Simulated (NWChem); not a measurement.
System: ZrN₃H₅; SMILES [NH]=[Zr]([NH2])[NH2]

Input file for NWChem:

```
start job
memory heap 200 mb stack 900 mb global 1100 mb
geometry units angstroms
  Zr     0.270282    -0.007382    -0.162102
  N     -0.960000    -1.263307    -0.873234
  H     -1.908224    -1.387347    -0.445247
  N      0.382230    -0.511251     1.834984
  H     -0.095323    -1.395372     2.069307
  H     -0.022412     0.204126     2.459749
  N     -0.827487     1.747207    -0.170990
  H     -1.501912     1.754665     0.615204
  H     -1.406101     1.872116    -1.016615
end
basis spherical
  * library def2-svp
end
ecp
  Zr library def2-ecp
end
dft
  xc pbe0
  iterations 150
end
driver
  maxiter 120
end
task dft optimize
```

Not confirmed as a minimum by frequencies. def2 effective core potentials on Zr; no spin-orbit coupling.

The level has its own optimisation. Brackets give each atom's bonded neighbours.

Question: What results follow from this input? (PBE0/def2-SVP with def2 effective core potentials on Zr.) Quantities: r N–Zr [N(HZr)–Zr(NNN)] (Å); r N–Zr [N(HHZr)–Zr(NNN)] (Å); r H–N [H(N)–N(HZr)] (Å); r H–N [H(N)–N(HHZr)] (Å); dipole (D).

Answer: 
```json
{
  "r N–Zr [N(HZr)–Zr(NNN)] (Å)": "1.817",
  "r N–Zr [N(HHZr)–Zr(NNN)] (Å)": "2.065",
  "r H–N [H(N)–N(HZr)] (Å)": "1.016",
  "r H–N [H(N)–N(HHZr)] (Å)": "1.019",
  "dipole (D)": "2.99"
}
```
